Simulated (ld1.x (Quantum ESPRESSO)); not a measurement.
# An all-electron radial function and its pseudo partner (oxygen (O))

Columns: radius, all-electron u(r) and pseudo u(r) of the 2p shell (level -9.11 eV) of oxygen in the configuration [He] 2s2 2p4; PW91, scalar-relativistic, TM scheme, ld1.x (Quantum ESPRESSO) 7.5.

```tsv
r (bohr)	all-electron	pseudo
0.085	0.0792	0.0273
0.170	0.2334	0.1055
0.255	0.3948	0.2247
0.340	0.5363	0.3693
0.425	0.6493	0.5210
0.510	0.7339	0.6619
0.595	0.7921	0.7771
0.680	0.8275	0.8579
0.765	0.8439	0.9020
0.850	0.8454	0.9132
0.935	0.8356	0.8990
1.020	0.8173	0.8679
1.105	0.7930	0.8281
1.190	0.7645	0.7855
1.275	0.7334	0.7438
1.360	0.7006	0.7047
1.445	0.6670	0.6682
1.530	0.6334	0.6335
1.615	0.6000	0.6000
1.700	0.5673	0.5673
1.785	0.5356	0.5356
1.870	0.5049	0.5049
1.955	0.4754	0.4754
2.040	0.4472	0.4472
2.125	0.4203	0.4203
2.210	0.3947	0.3947
```

Question: How many radial nodes do the two functions have?

Answer: The all-electron 2p function has n − l − 1 = 0; the pseudo-wave has 0.

Question: At about which radius was the pseudo-wave matched?

Answer: 1.70 bohr. The columns agree to 0.0005 from 1.53 bohr on; several derivatives are matched, so the curves merge somewhat inside the radius.

Question: Where does each function peak?

Answer: Outermost all-electron maximum near 0.85 bohr, pseudo maximum near 0.85 bohr (to the table’s step).

Question: Is the pseudo-wave norm-conserving?

Answer: Yes: the TM scheme keeps the norm inside the radius equal to the all-electron one, which fixes the energy derivative of the logarithmic derivative at the level.
